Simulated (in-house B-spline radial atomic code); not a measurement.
Tl²⁺. Computed with a B-spline radial atomic code. Model: non-relativistic spherical atom: semilocal Troullier-Martins pseudo-atom, one channel per l, against all electrons, high spin, G0W0 and RPA with empty states to l = 8, local potential for every l without a channel, a model core (radius 0 = none) keeps its share of the functional.

The core holds an angular momentum without a channel of its own, so the local potential lets valence electrons into it.

Without relativity these are model numbers for so heavy an element.

What the tables leave out is listed at the end.

The pseudopotential gives back the lowest level of each angular momentum of its own functional in the configuration it was made in; a second state of the same l is only approximately right. Exact exchange, RPA and GW see the smooth pseudo-orbitals and miss the exchange with the core, for which the functional's share stands in. The column with an uncorrelated core keeps all orbitals and exact exchange, and so separates missing core correlation from pseudisation. Only the three outermost levels and the lowest empty one were computed. RPA here is direct RPA, with no exchange kernel, and its energies carry an (l + 1/2)⁻⁴ tail. A hybrid on a potential with a model core restores only its own semilocal share of the core's exchange.

Command:
```bash
python run_psgw.py task.json out
```
Settings (lengths in bohr, energies in hartree):
```
Z                      81
electrons              79
configuration          [Xe] 4f14 5d10 6s1
generated_in           [Xe] 4f14 5d10 6s1
functional             lda,vwn
core_shells            11
radius_factor          0.9
core_correction        False
ion_configuration      [Xe] 4f14 5d10
```

Time taken, with all properties: 39 s on 1 thread of Intel(R) Xeon(R) 6975P-C (Granite Rapids), with other jobs on the host.

Given: made with LDA VWN5; model core radius 0 bohr; local radius 1.019 bohr; mean-field start LDA VWN5.

Valence shells of the generating configuration: 5p, 5d, 6s.

Channel: s 1.997, p 0.846, d 0.991 (radii in bohr).

Computed: largest level miss in the spin-unpolarised generating configuration 0.002 eV; valence RPA correlation energy all-electron orbitals -0.9704 hartree; pseudo-atom RPA polarisability 13.667 bohr³; ionisation by mean-field all-electron 26.853 eV; ionisation by mean-field pseudo minus all 0.006 eV; ionisation by RPA all-electron 26.553 eV; ionisation by RPA pseudo minus all 1.532 eV.

```json
{"level": "6s up", "occupied": "1", "mean-field all-electron (eV)": "-22.752", "mean-field pseudo minus all (eV)": "-0.005", "G0W0 all-electron (eV)": "-26.758", "G0W0 uncorrelated core minus all (eV)": "0.046", "G0W0 pseudo minus all (eV)": "-1.375", "exchange self-energy all-electron (eV)": "-14.494", "exchange self-energy pseudo (eV)": "-14.754"}
{"level": "5d down", "occupied": "1", "mean-field all-electron (eV)": "-35.077", "mean-field pseudo minus all (eV)": "0.008", "G0W0 all-electron (eV)": "-42.227", "G0W0 uncorrelated core minus all (eV)": "0.13", "G0W0 pseudo minus all (eV)": "0.491", "exchange self-energy all-electron (eV)": "-39.055", "exchange self-energy pseudo (eV)": "-30.633"}
{"level": "6s down (empty)", "occupied": "0", "mean-field all-electron (eV)": "-21.875", "mean-field pseudo minus all (eV)": "0.004", "G0W0 all-electron (eV)": "-17.919", "G0W0 uncorrelated core minus all (eV)": "0.044", "G0W0 pseudo minus all (eV)": "-1.381", "exchange self-energy all-electron (eV)": "-4.758", "exchange self-energy pseudo (eV)": "-5.0922"}
```

(1) What is the valence RPA correlation energy pseudo?

(2) What is the all-electron RPA polarisability, core included?

Given: mean-field start PBE0.

Computed: valence RPA correlation energy all-electron orbitals -0.92244 hartree; valence RPA correlation energy pseudo -1.2635 hartree; all-electron RPA polarisability, core included 12.563 bohr³; pseudo-atom RPA polarisability 11.697 bohr³; ionisation by mean-field all-electron 26.099 eV; ionisation by RPA pseudo minus all 1.651 eV.

```json
{"level": "6s up", "occupied": "1", "mean-field all-electron (eV)": "-23.11", "mean-field pseudo minus all (eV)": "-0.582", "G0W0 all-electron (eV)": "-26.55", "G0W0 uncorrelated core minus all (eV)": "0.047", "G0W0 pseudo minus all (eV)": "-1.523", "exchange self-energy all-electron (eV)": "-14.164", "exchange self-energy pseudo (eV)": "-15.241"}
{"level": "5d down", "occupied": "1", "mean-field all-electron (eV)": "-37.084", "mean-field pseudo minus all (eV)": "0.237", "G0W0 all-electron (eV)": "-42.333", "G0W0 uncorrelated core minus all (eV)": "0.135", "G0W0 pseudo minus all (eV)": "0.73", "exchange self-energy all-electron (eV)": "-39.22", "exchange self-energy pseudo (eV)": "-30.838"}
{"level": "5d up", "occupied": "?", "mean-field all-electron (eV)": "?", "mean-field pseudo minus all (eV)": "?", "G0W0 all-electron (eV)": "?", "G0W0 uncorrelated core minus all (eV)": "?", "G0W0 pseudo minus all (eV)": "?", "exchange self-energy all-electron (eV)": "?", "exchange self-energy pseudo (eV)": "?"}
{"level": "6s down (empty)", "occupied": "0", "mean-field all-electron (eV)": "-20.021", "mean-field pseudo minus all (eV)": "-0.531", "G0W0 all-electron (eV)": "-17.698", "G0W0 uncorrelated core minus all (eV)": "0.045", "G0W0 pseudo minus all (eV)": "-1.297", "exchange self-energy all-electron (eV)": "-4.3813", "exchange self-energy pseudo (eV)": "-5.2368"}
```

(3) What belongs in the row 5d up?

(4) What is the ionisation by RPA all-electron?

(5) What is the ionisation by mean-field pseudo minus all?

Given: mean-field start Hartree-Fock.

Computed: valence RPA correlation energy all-electron orbitals -0.81079 hartree; all-electron RPA polarisability, core included 10.354 bohr³; ionisation by mean-field all-electron 24.529 eV; ionisation by mean-field pseudo minus all 2.72 eV; ionisation by RPA all-electron 26.07 eV; ionisation by RPA pseudo minus all 1.801 eV.

```json
{"level": "6s up", "occupied": "1", "mean-field all-electron (eV)": "-24.666", "mean-field pseudo minus all (eV)": "-2.823", "G0W0 all-electron (eV)": "-26.204", "G0W0 uncorrelated core minus all (eV)": "0.048", "G0W0 pseudo minus all (eV)": "-1.896", "exchange self-energy all-electron (eV)": "-13.376", "exchange self-energy pseudo (eV)": "-17.117"}
{"level": "5d down", "occupied": "?", "mean-field all-electron (eV)": "?", "mean-field pseudo minus all (eV)": "?", "G0W0 all-electron (eV)": "?", "G0W0 uncorrelated core minus all (eV)": "?", "G0W0 pseudo minus all (eV)": "?", "exchange self-energy all-electron (eV)": "?", "exchange self-energy pseudo (eV)": "?"}
{"level": "5d up", "occupied": "1", "mean-field all-electron (eV)": "-42.917", "mean-field pseudo minus all (eV)": "0.963", "G0W0 all-electron (eV)": "-42.996", "G0W0 uncorrelated core minus all (eV)": "0.14", "G0W0 pseudo minus all (eV)": "0.8", "exchange self-energy all-electron (eV)": "-39.306", "exchange self-energy pseudo (eV)": "-31.34"}
{"level": "6s down (empty)", "occupied": "0", "mean-field all-electron (eV)": "-15.476", "mean-field pseudo minus all (eV)": "-1.847", "G0W0 all-electron (eV)": "-17.271", "G0W0 uncorrelated core minus all (eV)": "0.039", "G0W0 pseudo minus all (eV)": "-1.226", "exchange self-energy all-electron (eV)": "-3.3153", "exchange self-energy pseudo (eV)": "-5.5755"}
```

(6) What belongs in the row 5d down?

(7) What is the pseudo-atom RPA polarisability?

(8) What is the valence RPA correlation energy pseudo?

Answers

(1) -1.3255 hartree.

(2) 13.595 bohr³.

(3) occupied: 1; mean-field all-electron (eV): -37.336; mean-field pseudo minus all (eV): 0.141; G0W0 all-electron (eV): -42.556; G0W0 uncorrelated core minus all (eV): 0.112; G0W0 pseudo minus all (eV): 0.441; exchange self-energy all-electron (eV): -39.237; exchange self-energy pseudo (eV): -31.218.

(4) 26.414 eV.

(5) 0.657 eV.

(6) occupied: 1; mean-field all-electron (eV): -42.703; mean-field pseudo minus all (eV): 1.375; G0W0 all-electron (eV): -42.819; G0W0 uncorrelated core minus all (eV): 0.145; G0W0 pseudo minus all (eV): 1.092; exchange self-energy all-electron (eV): -39.389; exchange self-energy pseudo (eV): -30.921.

(7) 7.9573 bohr³.

(8) -1.1128 hartree.

Among the listed levels the largest G0W0 shift of the pseudo-atom is -1.90 eV, for 6s up on the Hartree-Fock start, while leaving the core uncorrelated moves that level by +0.05 eV. So pseudisation and the lost core exchange, not the missing core correlation, make the error. Not in the tables (levels of low weight, unsolved or above zero; the highest and the empty levels are kept at any weight): on LDA the G0W0 levels 5d up (pseudo minus all +0.35 eV, weights 0.69 and 0.85).
